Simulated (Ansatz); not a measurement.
`C=C(N)[SiH3]` → `C=N[SiH2]C`  (isomerisation)

Isolated molecules relaxed with PBE0-D4/def2-TZVP in Ansatz; ΔE leaves out vibrations. CCSD(T)/CBS is the MP2 limit (def2-TZVPP, def2-QZVPP) plus CCSD(T) − MP2 in def2-TZVPP, frozen cores. DFT in def2-TZVPP. One conformer a species, not always the lowest.

```json
{"level": "LDA (SPW92)", "ΔE (eV)": "-0.45"}
{"level": "BLYP", "ΔE (eV)": "-0.73"}
{"level": "RPA@PBE/def2-TZVPP", "ΔE (eV)": "-0.79"}
{"level": "CCSD/def2-SVP", "ΔE (eV)": "-0.70"}
{"level": "MP2/def2-QZVPP", "ΔE (eV)": "-0.76"}
{"level": "SCS-MP2/def2-QZVPP", "ΔE (eV)": "-0.80"}
{"level": "HF/CBS(def2)", "ΔE (eV)": "-0.89"}
{"level": "CCSD/CBS(def2)", "ΔE (eV)": "-0.77"}
```

(1) What does CCSD(T)/CBS give? (An estimate is asked.)

Largest T1 diagnostic among the species: 0.012.

Answers

(1) Computed: -0.75 eV. The listed levels differ from it by 0.30, 0.02, -0.04, 0.05, -0.01, -0.05, -0.14, -0.02 eV.

From BLYP to BHLYP (50 % exact exchange), in def2-TZVPP and without D4, ΔE moves by −0.04 eV. In def2-TZVPP, CCSD(T) changes the Hartree–Fock value by +0.11 eV (the triples alone add +0.02 eV) and MP2 by +0.11 eV. At CCSD(T), def2-SVP lies +0.06 eV from the extrapolated value and def2-TZVPP −0.03 eV.
